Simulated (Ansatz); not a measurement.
One change: `[OH][SnH2][NH][SiH3]` becomes `[SiH3][NH][SnH2][SiH3]`.

Ansatz, PBE0-D4/def2-TZVP geometries, multiplicity 1. Each molecule was computed in one conformer, which needn't be the lowest.

Elements past krypton have def2 core potentials.

```json
{"property": "HOMO energy (ωB97M-V/def2-TZVPP) / eV", "`[OH][SnH2][NH][SiH3]`": "-9.75"}
{"property": "HOMO–LUMO gap (PBE0/def2-TZVPP) / eV", "`[OH][SnH2][NH][SiH3]`": "7.05"}
{"property": "size of the dipole moment (PBE/def2-TZVPP) / D", "`[OH][SnH2][NH][SiH3]`": "0.68"}
{"property": "HOMO–LUMO gap (B3LYP/def2-TZVPP) / eV", "`[OH][SnH2][NH][SiH3]`": "6.53"}
{"property": "HOMO energy (PBE0/def2-TZVPP) / eV", "`[OH][SnH2][NH][SiH3]`": "-7.44"}
{"property": "HOMO–LUMO gap (PBE/def2-TZVPP) / eV", "`[OH][SnH2][NH][SiH3]`": "4.81"}
```

Question: Give the same properties after the change, and the shifts. (An estimate is asked.)

Answer: Computed: 
```json
{"property": "HOMO energy (ωB97M-V/def2-TZVPP) / eV", "`[SiH3][NH][SnH2][SiH3]`": "-9.38", "shift": "0.37"}
{"property": "HOMO–LUMO gap (PBE0/def2-TZVPP) / eV", "`[SiH3][NH][SnH2][SiH3]`": "6.44", "shift": "-0.61"}
{"property": "size of the dipole moment (PBE/def2-TZVPP) / D", "`[SiH3][NH][SnH2][SiH3]`": "1.01", "shift": "0.33"}
{"property": "HOMO–LUMO gap (B3LYP/def2-TZVPP) / eV", "`[SiH3][NH][SnH2][SiH3]`": "6.04", "shift": "-0.49"}
{"property": "HOMO energy (PBE0/def2-TZVPP) / eV", "`[SiH3][NH][SnH2][SiH3]`": "-7.10", "shift": "0.34"}
{"property": "HOMO–LUMO gap (PBE/def2-TZVPP) / eV", "`[SiH3][NH][SnH2][SiH3]`": "4.34", "shift": "-0.47"}
```

With PBE0 the HOMO rises by 0.34 eV and the LUMO falls by 0.27 eV, so the gap narrows by about 0.61 eV. PBE moves the HOMO by 0.30 eV and ωB97M-V by 0.37 eV. Dipoles are sizes alone; their direction can turn.

B3LYP here is the variant with VWN-RPA as its local correlation; programs differ in this.
